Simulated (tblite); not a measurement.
Species: C5H14GeN2.
Atom-mapped SMILES: `[CH3:1][NH:2][Ge@@H:3]1[C@H:4]([CH3:5])[CH2:6][N:7]1[CH3:8]` (hydrogens: H9, H10, H11 on C1; H12 on N2; H13 on Ge3; H14 on C4; H15, H16, H17 on C5; H18, H19 on C6; H20, H21, H22 on C8)

Computed with GFN2-xTB (tblite), gas phase: L-BFGS steps from a force-field or distance-geometry start until the largest atomic force falls under 0.01 eV/Å.

Step 80: E = -696.1900 eV
```
atom  x, y, z in Å  |  force x, y, z in eV/Å
C1      3.1657   -0.4743    0.4180    0.013  -0.010  -0.004
N2      1.7887   -0.0369    0.4755    0.029   0.008   0.016
Ge3     0.5468    0.0176   -0.8479   -0.016  -0.021   0.033
C4     -0.9909    1.3234   -0.5950    0.035  -0.014   0.000
C5     -0.8498    2.3926    0.4668    0.039   0.000  -0.006
C6     -1.8488    0.1157   -0.1985    0.006  -0.016   0.000
N7     -0.9947   -0.9722   -0.6522    0.019   0.003   0.020
C8     -1.3480   -2.3117   -0.2788   -0.019  -0.015  -0.026
H9      3.3862   -0.7910   -0.6001   -0.004   0.024  -0.023
H10     3.3493   -1.3242    1.0830   -0.025   0.012   0.005
H11     3.8554    0.3311    0.6892   -0.001   0.003  -0.008
H12     1.5206    0.2673    1.3985    0.023   0.005   0.002
H13     1.3413   -0.4219   -2.0714    0.002   0.018  -0.028
H14    -1.3392    1.7558   -1.5316    0.023   0.007   0.006
H15    -0.4655    1.9624    1.3911   -0.040   0.019   0.008
H16    -1.8118    2.8585    0.6760   -0.028  -0.004   0.008
H17    -0.1582    3.1649    0.1381    0.021   0.042  -0.014
H18    -2.8297    0.0796   -0.6853   -0.001   0.043  -0.022
H19    -2.0097    0.0929    0.8883   -0.043  -0.032   0.009
H20    -2.3002   -2.5936   -0.7410   -0.018  -0.038   0.005
H21    -1.4475   -2.4311    0.8089    0.001  -0.011   0.019
H22    -0.5706   -2.9856   -0.6334   -0.015  -0.022   0.000
```

Step 81: E = -696.1908 eV
```
atom  x, y, z in Å  |  force x, y, z in eV/Å
C1      3.1668   -0.4741    0.4176    0.026  -0.006  -0.016
N2      1.7912   -0.0330    0.4736    0.037   0.004   0.038
Ge3     0.5459    0.0174   -0.8456    0.007  -0.007   0.012
C4     -0.9901    1.3224   -0.5953    0.024  -0.011   0.002
C5     -0.8495    2.3919    0.4668    0.016  -0.001  -0.015
C6     -1.8491    0.1139   -0.2005    0.006  -0.003   0.004
N7     -0.9927   -0.9739   -0.6505    0.002   0.007   0.021
C8     -1.3482   -2.3123   -0.2758   -0.022  -0.010  -0.029
H9      3.3873   -0.7882   -0.6010    0.002   0.012  -0.033
H10     3.3495   -1.3252    1.0817   -0.032   0.015  -0.001
H11     3.8574    0.3302    0.6894    0.001   0.003  -0.001
H12     1.5229    0.2619    1.3993    0.007   0.013   0.008
H13     1.3368   -0.4110   -2.0744    0.009   0.009  -0.029
H14    -1.3384    1.7552   -1.5323    0.030   0.002   0.019
H15    -0.4751    1.9597    1.3938   -0.023   0.016   0.016
H16    -1.8100    2.8634    0.6702   -0.037  -0.002   0.005
H17    -0.1523    3.1609    0.1421    0.026   0.034  -0.012
H18    -2.8282    0.0780   -0.6913    0.005   0.038  -0.015
H19    -2.0137    0.0904    0.8861   -0.044  -0.025  -0.002
H20    -2.3022   -2.5887   -0.7376   -0.013  -0.054   0.019
H21    -1.4451   -2.4302    0.8124   -0.012  -0.015   0.017
H22    -0.5736   -2.9894   -0.6305   -0.015  -0.020  -0.009
```

Step 82: E = -696.1916 eV
```
atom  x, y, z in Å  |  force x, y, z in eV/Å
C1      3.1677   -0.4740    0.4165    0.034   0.006  -0.026
N2      1.7937   -0.0289    0.4721    0.034   0.001   0.050
Ge3     0.5447    0.0163   -0.8430    0.035   0.006  -0.003
C4     -0.9886    1.3216   -0.5952    0.011  -0.007   0.012
C5     -0.8486    2.3920    0.4669   -0.026   0.019  -0.020
C6     -1.8498    0.1127   -0.2020    0.003   0.011   0.006
N7     -0.9913   -0.9756   -0.6480   -0.017   0.009   0.016
C8     -1.3483   -2.3137   -0.2736   -0.021  -0.004  -0.016
H9      3.3879   -0.7846   -0.6030    0.008  -0.001  -0.033
H10     3.3490   -1.3258    1.0799   -0.032   0.012  -0.009
H11     3.8589    0.3293    0.6896    0.008   0.004   0.004
H12     1.5259    0.2578    1.4005   -0.007   0.020   0.011
H13     1.3324   -0.4047   -2.0760    0.015   0.004  -0.027
H14    -1.3364    1.7558   -1.5322    0.035  -0.008   0.028
H15    -0.4851    1.9584    1.3971   -0.005   0.016   0.020
H16    -1.8090    2.8688    0.6642   -0.010  -0.014  -0.006
H17    -0.1460    3.1587    0.1461    0.013   0.005  -0.003
H18    -2.8268    0.0785   -0.6977    0.013   0.029  -0.007
H19    -2.0194    0.0879    0.8841   -0.041  -0.014  -0.016
H20    -2.3038   -2.5866   -0.7346   -0.008  -0.062   0.029
H21    -1.4417   -2.4314    0.8151   -0.026  -0.017   0.009
H22    -0.5759   -2.9930   -0.6287   -0.014  -0.015  -0.019
```

Step 83: E = -696.1925 eV
```
atom  x, y, z in Å  |  force x, y, z in eV/Å
C1      3.1686   -0.4739    0.4154    0.033   0.018  -0.026
N2      1.7962   -0.0253    0.4723    0.024  -0.002   0.039
Ge3     0.5440    0.0134   -0.8400    0.057   0.019  -0.008
C4     -0.9856    1.3208   -0.5938   -0.003  -0.003   0.023
C5     -0.8477    2.3939    0.4665   -0.045   0.010  -0.014
C6     -1.8497    0.1121   -0.2017   -0.004   0.024   0.006
N7     -0.9910   -0.9776   -0.6444   -0.025   0.012   0.000
C8     -1.3497   -2.3164   -0.2739   -0.015  -0.001   0.005
H9      3.3873   -0.7824   -0.6048    0.012  -0.017  -0.030
H10     3.3484   -1.3248    1.0801   -0.025   0.002  -0.020
H11     3.8599    0.3290    0.6880    0.024   0.010   0.010
H12     1.5300    0.2572    1.4021   -0.020   0.026   0.020
H13     1.3290   -0.4034   -2.0761    0.018   0.002  -0.022
H14    -1.3325    1.7559   -1.5312    0.036  -0.020   0.031
H15    -0.4888    1.9624    1.3990    0.016   0.010   0.026
H16    -1.8090    2.8697    0.6618   -0.015  -0.009  -0.016
H17    -0.1455    3.1619    0.1469    0.011  -0.012  -0.003
H18    -2.8248    0.0824   -0.7020    0.017   0.013  -0.004
H19    -2.0247    0.0852    0.8837   -0.034   0.002  -0.024
H20    -2.3057   -2.5872   -0.7350   -0.008  -0.060   0.035
H21    -1.4407   -2.4364    0.8152   -0.040  -0.019   0.001
H22    -0.5786   -2.9970   -0.6298   -0.014  -0.004  -0.026
```

Problem. Estimate the geometry and energy of step 84. (The exact step hangs on the optimiser's Hessian estimate; all steps are aligned on step 83, rigid shifts and turns removed.)

Solution. E = -696.1935 eV, largest force 0.075 eV/Å
```
atom  x, y, z in Å  |  force x, y, z in eV/Å
C1      3.1702   -0.4734    0.4126    0.027   0.029  -0.018
N2      1.7995   -0.0204    0.4726    0.006  -0.002   0.024
Ge3     0.5435    0.0114   -0.8369    0.062   0.021   0.000
C4     -0.9836    1.3203   -0.5919   -0.008   0.001   0.033
C5     -0.8475    2.3955    0.4670   -0.064   0.039   0.000
C6     -1.8513    0.1123   -0.2026   -0.010   0.026   0.003
N7     -0.9914   -0.9791   -0.6398   -0.025   0.010  -0.018
C8     -1.3500   -2.3193   -0.2729   -0.012   0.003   0.027
H9      3.3879   -0.7783   -0.6093    0.010  -0.023  -0.010
H10     3.3469   -1.3248    1.0772   -0.012  -0.012  -0.033
H11     3.8617    0.3280    0.6880    0.040   0.013   0.007
H12     1.5348    0.2560    1.4049   -0.024   0.026   0.010
H13     1.3253   -0.4049   -2.0756    0.021   0.003  -0.016
H14    -1.3280    1.7576   -1.5293    0.032  -0.031   0.024
H15    -0.4977    1.9642    1.4034    0.016   0.016   0.016
H16    -1.8099    2.8761    0.6547    0.035  -0.030  -0.025
H17    -0.1389    3.1612    0.1510   -0.023  -0.050   0.007
H18    -2.8233    0.0864   -0.7093    0.019   0.000  -0.003
H19    -2.0345    0.0838    0.8814   -0.025   0.016  -0.024
H20    -2.3070   -2.5903   -0.7317   -0.007  -0.048   0.032
H21    -1.4372   -2.4429    0.8164   -0.047  -0.016  -0.004
H22    -0.5800   -2.9998   -0.6317   -0.013   0.007  -0.031
```

The energy changes by -0.0010 eV. The first-order estimate −F·Δx gives -0.0014 eV and the mean of the old and new forces, exact on a quadratic surface, -0.0010 eV. The step makes an angle of 73° with the force vector and moves no atom by more than 0.010 Å.

What follows is the cost of the whole relaxation. The run took 1.2 s of wall time on Arm Neoverse V1, one thread, shared host with 32 logical CPUs at a one-minute load of 5.3.
